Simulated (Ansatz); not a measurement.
Species: sum formula H5Si2O2, net charge 0, doublet state. It need not be the lowest isomer of its formula. SMILES: O[Si](O)[SiH3]
Coordinates optimised at B3LYP-D3(BJ)/def2-TZVP (Ansatz, a program for electronic structure):
```xyz
9

O      0.9491     1.6249     0.2531
Si     0.5215     0.1838    -0.4467
O      1.4652    -1.0542     0.1369
Si    -1.6997    -0.4305     0.1039
H      1.3166     1.6143     1.1438
H      2.4044    -1.0629    -0.0698
H     -2.6057     0.6436    -0.3672
H     -1.8942    -0.6150     1.5665
H     -2.0413    -1.6917    -0.5952
```
Charge 0, spin multiplicity 2.

Quantity: atomisation energy (electronic, to ground-state atoms), in eV. Correlated levels leave the core frozen unless marked. Open shells are spin-unrestricted. No spin-orbit coupling. No relativistic terms. The coupled-cluster limit lacks core correlation, which all-electron functionals hold. CBS(X,Y): correlation extrapolated as X^-3; Hartree-Fock from the larger set.

| level | program | atomisation energy (eV) | minus last row |
|---|---|---|---|
| HF/cc-pV(D+d)Z | Ansatz | 21.21 | -10.08 |
| BLYP-D4/def2-TZVPD | Ansatz + dftd4 | 31.01 | -0.28 |
| revPBE/def2-TZVPD | Ansatz | 30.04 | -1.25 |
| PBE0/def2-TZVPD | Ansatz | 30.53 | -0.76 |
| HSE06/def2-TZVPD | Ansatz | 30.57 | -0.72 |
| RI-MP2/cc-pV(Q+d)Z | Ansatz | 31.33 | 0.04 |
| CCSD(T)/CBS(aug-cc-pV(T+d)Z,aug-cc-pV(Q+d)Z) | Ansatz | 31.29 | 0.00 |
